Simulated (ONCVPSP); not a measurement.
# How hard is this Re ONCV potential?

rhenium, optimised norm-conserving Vanderbilt (ONCV), made with ONCVPSP 4.0.1 (PBEsol, scalar-relativistic). Core [Kr] 4d10 4f14, reference 5s2 5p6 5d5 6s2. Waves: 5s+6s: rc 1.65 bohr, ncon 4, nbas 8, qcut 7.1 1/bohr, 2 projectors; 5p: rc 1.35 bohr, ncon 4, nbas 8, qcut 6.1 1/bohr, 2 projectors, debl 2.1 Ha; 5d: rc 2.25 bohr, ncon 3, nbas 8, qcut 6.1 1/bohr, 2 projectors, debl 2.5 Ha. Local part: polynomial inside 0.95 bohr (lpopt 5, dvloc0 0 Ha). Core correction: polynomial model core, fcfact 0.55.

Question: For each optimised wave give the share of its norm inside rc, the residual kinetic energy above qcut (Ha) and the cutoffs (Ha) for errors of 10, 1, 0.1 and 0.01 mHa per electron.

Answer:

```json
{"wave": "5s", "norm inside rc": "0.951", "residual KE": "1.6e-05", "10 mHa": "14.9", "1 mHa": "19.2", "0.1 mHa": "22.5", "0.01 mHa": "30.4"}
{"wave": "6s", "norm inside rc": "0.063", "residual KE": "1.6e-05", "10 mHa": "12.1", "1 mHa": "18.1", "0.1 mHa": "22.3", "0.01 mHa": "27.8"}
{"wave": "5p", "norm inside rc": "0.678", "residual KE": "5.4e-03", "10 mHa": "14.9", "1 mHa": "76.5", "0.1 mHa": "112.2", "0.01 mHa": "148.7"}
{"wave": "p projector 2", "norm inside rc": "0.083", "residual KE": "2.1e-03", "10 mHa": "8.6", "1 mHa": "21.6", "0.1 mHa": "62.1", "0.01 mHa": "111.1"}
{"wave": "5d", "norm inside rc": "0.715", "residual KE": "2.2e-06", "10 mHa": "10.5", "1 mHa": "13.3", "0.1 mHa": "15.5", "0.01 mHa": "17.3"}
{"wave": "d projector 2", "norm inside rc": "0.209", "residual KE": "2.0e-05", "10 mHa": "12.4", "1 mHa": "15.2", "0.1 mHa": "17.2", "0.01 mHa": "20.9"}
```

The occupied waves need 76 Ha and 112 Ha for 1 and 0.1 mHa. Note: ghosts flagged at negative energy: s at -36.4 eV; GHOST(+) flagged for d at 96.2 eV, p at 252.6 eV. A true bound ghost makes a file unfit for plane-wave use.
